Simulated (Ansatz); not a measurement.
Stepwise reaction of `FC(F)(F)C1=CC(C(F)(F)F)=[O+][Al-]([F])([F])[O]1` with water, as a gas-phase model of exchange steps in deposition or etching. ΔE in kJ/mol.

Program: Ansatz. Geometries: PBE0-D4/def2-TZVP. ΔE: electronic, gas phase. CCSD(T)/CBS adds triple-zeta CCSD(T) − MP2 to the extrapolated MP2 energy (def2 sets, frozen cores). This one scheme is used for every species. DFT in def2-TZVPP. B3LYP here is the variant with VWN-RPA as its local correlation; programs differ in this. Each species was taken in one conformer, which may not be the lowest.

```json
{"step": "2", "reaction": "`[OH][Al-]1([F])[O]C(C(F)(F)F)=CC(C(F)(F)F)=[O+]1` + H₂O → `[OH][Al-]1([OH])[O]C(C(F)(F)F)=CC(C(F)(F)F)=[O+]1` + H–F", "PBE-D4": "56.3", "B3LYP-D4": "58.5", "ωB97M-V": "58.4", "CCSD(T)/CBS": "58.6"}
```

Problem. Give the row of step 1, `FC(F)(F)C1=CC(C(F)(F)F)=[O+][Al-]([F])([F])[O]1` + H₂O → `[OH][Al-]1([F])[O]C(C(F)(F)F)=CC(C(F)(F)F)=[O+]1` + H–F. (Best estimate.)

Solution. Ansatz gave: 
```csv
step,reaction,PBE-D4,B3LYP-D4,ωB97M-V,CCSD(T)/CBS
1,`FC(F)(F)C1=CC(C(F)(F)F)=[O+][Al-]([F])([F])[O]1` + H₂O → `[OH][Al-]1([F])[O]C(C(F)(F)F)=CC(C(F)(F)F)=[O+]1` + H–F,44.7,45.4,45.7,45.6
```

Problem. By hand: ΔE of the 2 steps together at CCSD(T)/CBS.

Solution. (45.6) + (58.6) = 104.2 kJ/mol, or 52.1 kJ/mol a step.

In ΔE each step is higher than the one before. All are uphill at CCSD(T)/CBS. PBE-D4 differs from CCSD(T)/CBS by -2.3 to -0.9 kJ/mol a step. Isolated molecules leave out the surface, adducts and barriers. Largest T1 diagnostic: 0.015.
